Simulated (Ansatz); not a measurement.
System: CH3Cd (charge +1, singlet). 
Structure (B3LYP-D3(BJ)/def2-TZVP (Ansatz, a quantum-chemistry and plane-wave program) minimum search):
```
C
H 1 1.0845
H 1 1.0845 2 115.26
H 1 1.0845 2 115.26 3 -138.11
Cd 1 2.2011 2 102.77 4 -110.94
```
Charge +1, spin multiplicity 1.

Wanted: vertical ionisation energy (to the doublet state of charge +2; each state is the SCF solution reached for its spin; the molecule has degenerate orbitals, so one determinant may break the symmetry; for the singlet the Hartree-Fock reference is unstable and T1 is 0.017), in eV. Cores are frozen in the correlated levels unless marked. Open shells are spin-unrestricted. Spin-orbit coupling is left out. Frozen are the shells of the preceding noble gas and the d and f shells that filled before the atom's block. Past Kr the def2 sets carry scalar-relativistic core potentials. CBS marks a two-point X^-3 extrapolation of the correlation energy; Hartree-Fock from the larger set. [CCSD(T)-MP2]/basis is that difference in the basis named.

```tsv
level	program	vertical ionisation energy (eV)
BHLYP/def2-TZVPD	Ansatz	16.05
SCS-MP2/def2-SVPD	Ansatz	16.00
CCSD/def2-SVPD	Ansatz	…
RI-MP2/CBS(def2-TZVPPD,def2-QZVPPD)+[CCSD(T)-MP2]/def2-TZVPPD	Ansatz	…
```

Problem. Some entries are withheld; supply them.

Solution. 
- CCSD/def2-SVPD, vertical ionisation energy (eV): 15.90
- RI-MP2/CBS(def2-TZVPPD,def2-QZVPPD)+[CCSD(T)-MP2]/def2-TZVPPD, vertical ionisation energy (eV): 16.43
